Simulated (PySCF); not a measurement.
GaH7Si2.

```xyz
10

Ga     0.0000     0.0000    -0.6145
H      0.0000     0.0000    -2.1879
Si    -2.0839    -0.0031     0.5759
H     -2.4701     1.4179     0.8503
H     -1.9643    -0.6973     1.8945
H     -3.1985    -0.6390    -0.1895
Si     2.0839     0.0031     0.5759
H      1.9643     0.6973     1.8945
H      3.1985     0.6390    -0.1895
H      2.4701    -1.4179     0.8503
```
Charge 0, spin multiplicity 1.

Geometry optimised at ωB97X-D3(BJ)/def2-SVP.

All values below come from PBE/pcSseg-1 (PySCF). Non-relativistic, no solvent.

Computed absolute GIAO shielding of each atom: isotropic value and principal components (ppm):
| atom | σ(iso) | σ11 | σ22 | σ33 | span |
|---|---|---|---|---|---|
| Ga1 | 735.6 | 122.9 | 573.2 | 1510.6 | 1387.8 |
| H2 | 22.8 | 18.5 | 21.0 | 28.8 | 10.3 |
| Si3 | 451.5 | 438.7 | 449.0 | 466.8 | 28.1 |
| H4 | 27.6 | 24.9 | 25.4 | 32.5 | 7.6 |
| H5 | 27.5 | 24.2 | 26.2 | 32.2 | 8.1 |
| H6 | 27.5 | 24.2 | 25.4 | 33.0 | 8.9 |
| Si7 | 451.5 | 438.7 | 449.0 | 466.8 | 28.1 |
| H8 | 27.5 | 24.2 | 26.2 | 32.2 | 8.1 |
| H9 | 27.5 | 24.2 | 25.4 | 33.0 | 8.9 |
| H10 | 27.6 | 24.9 | 25.4 | 32.5 | 7.6 |
